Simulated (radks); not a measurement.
The numbers below are computed, except where a source is named.
Question: Valence configurations of Zr I (all share [Kr]). Level of theory: scalar-relativistic Kohn-Sham, PBE, spin-polarised, spherical densities, point nucleus; open shells are filled with parallel spins first (spin-orbit coupling, left out, can overturn this in heavy ions) (a radial shooting solver on a logarithmic mesh with Libxc functionals). Order these by energy: 4d0.5 5s1.5 5p2; 4d2 5s1 5p1; 4d2 5s2; 4d2.5 5s1.5; 4d0.5 5s2 5p1.5; 5s2 5p2; 4d2.5 5s1 5p0.5; 4d3 5s1; 4d1 5s2 5p1; 4d1.5 5s2 5p0.5.

Answer: From the lowest, in eV above it: 4d3 5s1 0.000; 4d2.5 5s1.5 0.101; 4d2 5s2 0.128; 4d2.5 5s1 5p0.5 0.879; 4d1.5 5s2 5p0.5 1.539; 4d2 5s1 5p1 2.090; 4d1 5s2 5p1 3.331; 4d0.5 5s2 5p1.5 5.521; 4d0.5 5s1.5 5p2 6.815; 5s2 5p2 8.114. NIST lists [Kr] 4d2 5s2 as the ground configuration; this level of theory puts 4d3 5s1 lower, by 0.128 eV. The energies are those of spherical high-spin densities, not of single terms.
